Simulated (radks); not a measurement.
The numbers below are computed, except where a source is named.
Problem. The mean radii <r> (bohr) of the occupied orbitals of an atom or ion are listed with their occupations. Level of theory: non-relativistic Kohn-Sham, LDA (Slater exchange, Perdew-Wang correlation), spin-polarised, spherical densities, point nucleus (a radial shooting solver on a logarithmic mesh with Libxc functionals).

orbital  occ.      <r>
1s          2  0.05298
2s          2   0.2391
2p          6   0.2080
3s          2   0.7246
3p          6   0.7560
3d         10    1.008

Name the element and its charge. Open shells, if any, are filled with parallel spins first.

Solution. Z = 29, copper, charge +1: Cu+ in [Ar] 3d10. The 1s radius gives Z: for a bare nucleus <r> = 1.5/Z, 0.05172 bohr for Z = 29, and screening makes it slightly larger (0.05298 here). The occupations add up to 28, and the charge is Z minus that.
